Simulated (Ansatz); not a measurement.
`[OH][Sn][F]` + CH₃OH → `C[O][Sn][F]` + H₂O  (ligand exchange at the Sn–O bond)

Gas-phase electronic energies from Ansatz, PBE0-D4/def2-TZVP geometries. CBS: MP2 limit from def2 TZ/QZ plus the TZ coupled-cluster correction, frozen cores. This one scheme is used for every species. DFT in def2-TZVPP. Elements past krypton have def2 core potentials. For Sn outer-core shells are correlated without core-valence functions, which leaves a few kJ/mol of doubt a bond. Each species was taken in one conformer, which may not be the lowest.

```csv
species,r2SCANh-D4 energy (Eh)
`[OH][Sn][F]`,-390.10587
CH₃OH,-115.70021
`C[O][Sn][F]`,-429.39125
H₂O,-76.41866
```

**Question.** Work out ΔE.

**Answer.** ΔE = (-429.39125) + (-76.41866) − (-390.10587) − (-115.70021) = -0.00383 Eh = -10.1 kJ/mol. CCSD(T)/CBS gives -13.2 kJ/mol.

Largest T1 diagnostic among the species: 0.018.

In def2-TZVPP, CCSD(T) changes the Hartree–Fock value by −7.5 kJ/mol (the triples alone add −1.4 kJ/mol) and MP2 by −9.2 kJ/mol. Leaving LDA and LC-ωPBE aside and taking each functional with its dispersion term where it has one, the values, not all of them listed here, spread over 4.4 kJ/mol, from BLYP-D4 to ωB97X-V. LDA lies −4.8 kJ/mol from PBE without D4. The D4 term adds −5.5 kJ/mol with B3LYP and −3.0 kJ/mol with PBE0; it sums over pairs of atoms, weighted by their polarisabilities, and B3LYP, whose exchange is more repulsive, gets the larger term.

B3LYP here is the variant with VWN-RPA as its local correlation; programs differ in this.
